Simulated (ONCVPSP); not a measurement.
Configuration tests for Br (Z = 35) (ONCV)

* Element: Br (Z = 35)
* Generator: ONCVPSP 4.0.1
* Type: optimised norm-conserving Vanderbilt (ONCV)
* Functional: PBE
* Relativity: non-relativistic
* Frozen core: [Ar] 3d10
* Valence charge: 7
* Reference configuration: 4s2 4p3 (charge +2)
* Partial waves: 4s: rc 1.40 bohr, ncon 3, nbas 7, qcut 4.6 1/bohr, 2 projectors, debl 1.4 Ha; 4p: rc 1.30 bohr, ncon 3, nbas 6, qcut 6.3 1/bohr, 2 projectors, debl 1.9 Ha; d scattering state at 0.07 Ha: rc 1.20 bohr, ncon 5, nbas 10, qcut 9.4 1/bohr, 1 projector
* Local potential: polynomial inside 1.05 bohr (lpopt 5, dvloc0 0 Ha)
* Core correction: Teter function, fcfact 4.25, rcfact 1.5

In the s channel the program set the typed energies aside and used -1.505, 0.250 Ha.

Energies are relative to the spin-unpolarised reference configuration 4s2 4p3; without spin polarisation the order of configurations can differ from experiment.

| valence configuration | charge | ΔE all-electron (eV) | error AE − PS (meV) |
| --- | --- | --- | --- |
| 4s2 4p5 | 0 | -35.339 | -35 |
| 4s2 4p4 | +1 | -22.757 | -13 |
| 4s2 4p2 | +3 | 33.936 | -32 |

(1) What are ΔE and the potential's error for 4s1 4p5?

Levels in the configuration 4s2 4p5:

| level | all-electron (eV) | pseudo (eV) |
| --- | --- | --- |
| 4s | -19.421 | -19.388 |
| 4p | -7.896 | -7.877 |

Note: no bound ghost flagged but for a GHOST(-) flag that falls on a real empty level of the atom; GHOST(+) flagged for s at 23.5 eV, p at 126.8 eV.

Answers

(1) ΔE = -10.558 eV all-electron; the error (AE − PS) is -8.7 meV.
